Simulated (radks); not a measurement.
Results of a calculation; reference values are marked as such.
Spherical quantum dot in the effective-mass picture: electrons in a hard-walled sphere of radius 7.09, all in effective atomic units (hartree* = m*/eps^2 hartree, bohr* = eps/m* bohr), one dielectric constant everywhere. Level of theory: non-relativistic Kohn-Sham, LDA (Slater exchange, Perdew-Wang correlation), spin-polarised, spherical densities (a radial shooting solver with Libxc functionals). Levels are named by radial order and angular momentum (1s, 1p, 1d, 2s, ...), and open shells are averaged over m.

N = 12, configuration 1s2 1p6 1d(up 4, down 0). This is the lowest configuration that the search found. Occupied and some empty levels:

| level | occupation | eigenvalue (hartree*) | <r> (bohr*) |
|---|---|---|---|
| 1s up | 1 | 2.1402 | 4.862 |
| 1s down | 1 | 2.1710 | 4.829 |
| 1p up | 3 | 2.1895 | 5.004 |
| 1p down | 3 | 2.2213 | 4.988 |
| 1d up | 4 | 2.2774 | 5.141 |
| 1d down | 0 | 2.3099 | 5.134 |
| 1f up | 0 | 2.3990 | 5.262 |
| 1f down | 0 | 2.4319 | 5.261 |
| 2s up | 0 | 2.5350 | 3.225 |
| 2s down | 0 | 2.5482 | 3.206 |
| 2p up | 0 | 2.6952 | 3.752 |
| 2p down | 0 | 2.7128 | 3.735 |

Energy (hartree*): total 14.1959, kinetic 3.4607, external 0, Hartree 13.206, exchange-correlation -2.4706.
